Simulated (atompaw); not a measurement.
As (Z = 33): one change to a PAW (atompaw) potential, before and after

As (Z = 33), PAW, made with atompaw 4.2.0.5 (LDA (PW92), scalar-relativistic). Core [Ar] 3d10, reference 4s2 4p3. Waves: 4s (bound): rc 1.55 bohr; 4s channel at 2.95 Ry: rc 1.55 bohr; 4p (bound): rc 1.55 bohr; 4p channel at 1.35 Ry: rc 1.55 bohr; 4d channel at -0.1 Ry: rc 1.30 bohr; 4d channel at 2.45 Ry: rc 1.55 bohr. Local part: ultrasoft scheme with l = 3 at -0.5 Ry, radius 1.45 bohr. Core correction: smooth core density matched at 1.35 bohr. Augmentation charge: sinc compensation charge, radius 1.30 bohr; PAW radius 1.55 bohr; waves and projectors: custom rrkj vanderbiltortho.

All-electron outer shells of the reference configuration (LDA (PW92), scalar-relativistic, ld1.x):

```tsv
shell	level (eV)	outermost node (bohr)	outermost maximum (bohr)
3p	-133.42	0.22	0.52
3d	-40.90	–	0.47
4s	-14.70	0.73	1.61
4p	-5.34	0.78	1.97
```

Change: reference 4s2 4p1; removed wave 4d channel at 2.45 Ry: rc 1.55 bohr.

Cutoffs: the cutoffs (Ry, on a coarse ladder) from which the occupation-weighted sum of valence levels, in a spherical-Bessel basis at the reference potential, stays within 10 and 1 mRy of its value at 400 Ry; they do not see the model core or the augmentation charge, which bear on the density cutoff.

**Question.** What does the change do?

**Answer.** The potential gets softer (18 Ry and 30 Ry → 15 Ry and 30 Ry); the bound ghost in d disappears; the range in which the d phases agree narrows (upper end at the end of the scan → 0.5).

```csv
quantity,base,changed
"cutoff, loose",18 Ry,15 Ry
"cutoff, tight",30 Ry,30 Ry
loose cutoff by channel (10 mRy a level),"s 12 Ry, p 6 Ry","s 12 Ry, p 8 Ry"
bound ghosts,d,none
s: phases at 1.55 bohr within 0.05 rad from the reference energy up to (Ry; the scan ends near 5),to the end of the scan,to the end of the scan
p: phases at 1.55 bohr within 0.05 rad from the reference energy up to (Ry; the scan ends near 5),4.5,to the end of the scan
d: phases at 1.55 bohr within 0.05 rad from the reference energy up to (Ry; the scan ends near 5),to the end of the scan,0.5
lowest overlap eigenvalue by channel,"s 0.47, p 0.63, d 0.03","s 0.52, p 0.61, d 1.00"
```

 A true bound ghost makes a file unfit for plane-wave use even where its test errors are small: the radial tests pick states by their node count and pass the ghost by. The cutoffs see the waves, projectors and local potential, not the compensation charge or the core.
